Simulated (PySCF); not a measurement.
C3H2NO3SSe (charge -1).
Bonds: O1–S2 (double), S2–O3 (double), S2–O4, S2–C5, C5–N6 (aromatic), N6–C7 (aromatic), C7–C8 (aromatic), C8–Se9 (aromatic), C5–Se9 (aromatic). Hydrogens: H10 on C7; H11 on C8.

Method used: PySCF, TDDFT B3LYP/def2-SVPD, vertical, gas phase, core orbitals frozen in the response. Isolated species at its PBE0-D3(BJ)/def2-SVP geometry, gas phase. The geometry's basis has no diffuse functions, a weakness for an anion. The B3LYP/def2-SVPD calculation is non-relativistic and has no spin–orbit coupling, an omission that weighs most on selenium. Torsions of this conformer, `[O:1]=[S:2](=[O:3])([O-:4])[c:5]1[n:6][cH:7][cH:8][se:9]1`: O1–S2–C5–N6 180°.

Question: What does the calculation give for the low-lying excited states?

Answer: 

```json
{"state": "S1", "E (eV)": "3.99", "E (kJ/mol)": "385", "λ (nm)": "310.4", "f": "0.0003", "symmetry": "–", "main configurations (H = HOMO, L = LUMO)": "H→L (99%)"}
{"state": "S2", "E (eV)": "4.53", "E (kJ/mol)": "437", "λ (nm)": "273.8", "f": "0.0013", "symmetry": "–", "main configurations (H = HOMO, L = LUMO)": "H-2→L (96%)"}
{"state": "S3", "E (eV)": "4.75", "E (kJ/mol)": "458", "λ (nm)": "261.1", "f": "0.0000", "symmetry": "–", "main configurations (H = HOMO, L = LUMO)": "H→L+1 (94%)"}
{"state": "S4", "E (eV)": "4.76", "E (kJ/mol)": "459", "λ (nm)": "260.7", "f": "0.073", "symmetry": "A′", "main configurations (H = HOMO, L = LUMO)": "H-1→L (90%)"}
{"state": "S5", "E (eV)": "5.01", "E (kJ/mol)": "483", "λ (nm)": "247.6", "f": "0.0000", "symmetry": "–", "main configurations (H = HOMO, L = LUMO)": "H-1→L+1 (91%)"}
{"state": "S6", "E (eV)": "5.13", "E (kJ/mol)": "495", "λ (nm)": "241.5", "f": "0.0001", "symmetry": "–", "main configurations (H = HOMO, L = LUMO)": "H-3→L (99%)"}
```

The lowest singlet comes at 310 nm (385 kJ/mol) in the ultraviolet; it is dark (f under 0.0005); its leading configuration is HOMO→LUMO (99%). The most intense listed level is S4 at 4.76 eV (261 nm, f = 0.073), 0.76 eV above S1. S3/S4 lie within about 0.01 eV of each other. Löwdin shares by element: HOMO oxygen 99%; LUMO carbon 43% or more, selenium 24%, nitrogen 13% (atoms not listed hold the other 20%). The oscillator strengths of these states sum to 0.075; summed over the whole spectrum of an exact calculation they would give the number of electrons, 102 (Thomas–Reiche–Kuhn). Of the 6 states listed, 1 reaches f = 0.01 and 4 stay under 0.0005. Orbital energies (eV): HOMO-3 -4.01, HOMO-2 -3.56, HOMO-1 -3.26, HOMO -2.78, LUMO 2.06, LUMO+1 2.57, LUMO+2 3.42. No detachment energy is given for this anion; states above it aren't bound, and a finite basis only mimics them. Symmetry labels in Cs follow from the direction of the transition dipole and are given only for states with f of 0.002 or more. The window holds the lowest 6 singlets.
